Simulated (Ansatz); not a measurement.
Start from `[CH3][Zr]([OH])([OH])[OH]` and change one atom or group to get `[OH][Zr]([OH])([OH])[Cl]`.

Ansatz, PBE0-D4/def2-TZVP geometries, multiplicity 1. Each molecule was computed in one conformer, which needn't be the lowest.

Elements past krypton have def2 core potentials.

| property | `[CH3][Zr]([OH])([OH])[OH]` |
| --- | --- |
| size of the dipole moment (ωB97M-V/def2-TZVPP) / D | 2.55 |
| HOMO–LUMO gap (PBE/def2-TZVPP) / eV | 5.02 |
| size of the dipole moment (PBE/def2-TZVPP) / D | 2.41 |
| LUMO energy (ωB97M-V/def2-TZVPP) / eV | 0.71 |
| HOMO energy (PBE/def2-TZVPP) / eV | -5.76 |
| LUMO energy (PBE0/def2-TZVPP) / eV | -0.10 |

(1) Give the same properties after the change, and the shifts. (Estimate.)

Results:

(1) The calculation gave: 
```json
{"property": "size of the dipole moment (ωB97M-V/def2-TZVPP) / D", "`[OH][Zr]([OH])([OH])[Cl]`": "3.80", "shift": "1.25"}
{"property": "HOMO–LUMO gap (PBE/def2-TZVPP) / eV", "`[OH][Zr]([OH])([OH])[Cl]`": "6.09", "shift": "1.07"}
{"property": "size of the dipole moment (PBE/def2-TZVPP) / D", "`[OH][Zr]([OH])([OH])[Cl]`": "3.72", "shift": "1.31"}
{"property": "LUMO energy (ωB97M-V/def2-TZVPP) / eV", "`[OH][Zr]([OH])([OH])[Cl]`": "0.59", "shift": "-0.12"}
{"property": "HOMO energy (PBE/def2-TZVPP) / eV", "`[OH][Zr]([OH])([OH])[Cl]`": "-7.13", "shift": "-1.37"}
{"property": "LUMO energy (PBE0/def2-TZVPP) / eV", "`[OH][Zr]([OH])([OH])[Cl]`": "-0.26", "shift": "-0.16"}
```

With PBE0 the HOMO falls by 1.50 eV and the LUMO falls by 0.16 eV, so the gap widens by about 1.34 eV. PBE moves the HOMO by -1.37 eV and ωB97M-V by -1.50 eV. The zero-point energy changes by -87.5 kJ/mol with -9 modes. Dipoles are sizes alone; their direction can turn.
